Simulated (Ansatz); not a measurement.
**An input for singlet [C2F5]+**

[C2F5]+: 7 atoms, total charge +1, spin state singlet. SMILES of the parent species: `F[C](F)C(F)(F)F`. The coordinates come from a PBE0-D4/def2-TZVP relaxation. That shape belongs to the parent species and isn't relaxed for this state.

```xyz
7

F     1.5610   -0.8460    0.5130
C     0.3220   -0.4684    0.7231
F    -0.4641   -1.4812    1.0027
C    -0.2283    0.4808   -0.3205
F     0.5780    1.5271   -0.4448
F    -1.4348    0.8961    0.0432
F    -0.3337   -0.1083   -1.5167
```

Settings wanted:

```
basis set            : cc-pVDZ
core potential       : none
task                 : energy
method               : MP2
dispersion           : none
reference            : RHF
accuracy             : high
frozen core orbitals : 7
paw set              : gaussian
start                : atoms
```

Q: Write the Ansatz 0.2.0 input and the command.

A: This one ran through:

job.yaml:
```yaml
crystal:
  periodic: [false, false, false]
  atoms:
    - symbol: F
      position_ang: [1.561030, -0.846020, 0.512950]
    - symbol: C
      position_ang: [0.322010, -0.468420, 0.723150]
    - symbol: F
      position_ang: [-0.464130, -1.481230, 1.002660]
    - symbol: C
      position_ang: [-0.228340, 0.480800, -0.320510]
    - symbol: F
      position_ang: [0.577960, 1.527090, -0.444820]
    - symbol: F
      position_ang: [-1.434800, 0.896110, 0.043240]
    - symbol: F
      position_ang: [-0.333720, -0.108340, -1.516660]
basis:
  gaussian:
    orbitals: cc-pVDZ
total_charge: 1
correlation:
  method: mp2
  frozen_orbitals: {C: 1, F: 1}
accuracy: high
```

```bash
$ ansatz run job.yaml --threads 1 --pin off --max-ram 3480MiB --events-out events.jsonl --progress --plain --runs-dir runs
```

Calculated total energy: -573.69245 Eh.
